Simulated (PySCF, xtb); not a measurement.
SnBr, SMILES [Br][Sn+] (connectivity only; charge and spin as stated), charge +1, multiplicity 1.

xtb with GFN2-xTB at its own geometry gives an orbital gap of 4.70 eV.

Geometry: B3LYP-D3(BJ)/def2-TZVP. The multiplicity is an assumed one; other spin states were not compared. The def2 effective core potentials stand for the cores of Sn; spin–orbit coupling is left out.

**Question.** What does PBE/def2-TZVPD (PySCF) give? (The exact figures need the calculation; the answer reports its results.)

**Answer.** gap 3.62 eV (levels -13.24 and -9.62 eV).
